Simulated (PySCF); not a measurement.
From one molecule to another.

First species: C2H9NSi3.
InChI=1S/C2H9NSi3/c3-1-2-6(4)5/h6H,2H2,4-5H3

Second species: C₃H₉ClOSi₂.
Structure used (GFN2-xTB), in Å, numbered top down from 1:
```
atom  x, y, z in Å
C1     1.4651    0.0069   -1.7956
C2     1.5063    0.5256   -0.5764
Si3    0.0928    0.4107    0.6793
O4    -1.3257    0.0126   -0.0130
C5    -2.0543    0.7110   -0.9774
Si6    0.2551   -1.3681    2.1272
Cl7    1.9173   -1.0963    3.2594
H8     0.5902   -0.5083   -2.1614
H9     2.2930    0.0670   -2.4864
H10    2.4203    1.0176   -0.2647
H11    0.0147    1.7618    1.2743
H12   -1.4159    1.0284   -1.8037
H13   -2.5162    1.5966   -0.5353
H14   -2.8354    0.0508   -1.3558
H15    0.4225   -2.6948    1.5227
H16   -0.8375   -1.5125    3.0955
```

Levels: B3LYP/def2-SVPD for dipole moment, HOMO energy, LUMO energy, HOMO–LUMO gap, static isotropic polarisability and electronic spatial extent ⟨r²⟩ about the centre of nuclear charge; TDDFT B3LYP/def2-SVPD for lowest singlet excitation; TDA B3LYP/def2-SVPD for lowest triplet excitation (Tamm–Dancoff); GFN2-xTB for rotational constant A and rotational constant C. Geometries: GFN2-xTB. Each structure is a single optimised conformer of the isolated species, non-relativistic unless stated. Electronic properties by PySCF.

The conformers computed, where there is a choice (atom-mapped SMILES and torsion angles):
- `[N:1]#[C:2][CH2:3][SiH:4]([SiH3:5])[SiH3:6]`: C2–C3–Si4–Si5 -65°
- `[CH2:1]=[CH:2][Si@@H:3]([O:4][CH3:5])[SiH2:6][Cl:7]`: C1–C2–Si3–O4 -17°, C2–Si3–O4–C5 -62°, C2–Si3–Si6–Cl7 64°

(1) Which has the higher HOMO energy?

(2) Which has the higher static isotropic polarisability?

(3) Which has the higher rotational constant C?

(4) Which of the two has the higher HOMO–LUMO gap, and by how much?

(5) Which has the higher S1 energy?

(6) Which has the higher ⟨r²⟩?

(7) Which has the higher rotational constant A?

(8) Which of the two has the higher dipole moment, and by how much?

Answers

(1) The second: -7.50 eV against -8.35 eV, a difference of 0.85 eV.

(2) The first: 114.8 au against 108.5 au, a difference of 6.3 au.

(3) The first: 0.954 GHz against 0.645 GHz, a difference of 0.309 GHz.

(4) The first: 7.28 eV against 6.28 eV, a difference of 1.00 eV.

(5) The first: 6.47 eV against 5.49 eV, a difference of 0.98 eV.

(6) The second: 1767 bohr² against 1351 bohr², a difference of 416 bohr².

(7) The second: 2.309 GHz against 1.517 GHz, a difference of 0.792 GHz.

(8) The first: 3.79 D against 2.78 D, a difference of 1.01 D.

On the first: A dipole of 3.79 D is allowed in Cs, and pure rotational transitions are dipole-allowed. S1 lies 0.81 eV below the HOMO–LUMO gap; its leading configuration is HOMO→LUMO, weight 0.81.

On the second: The polarisability is 16.07 Å³ as a volume (1 au = 0.148185 Å³), or 1.36 au for each of the 80 electrons.
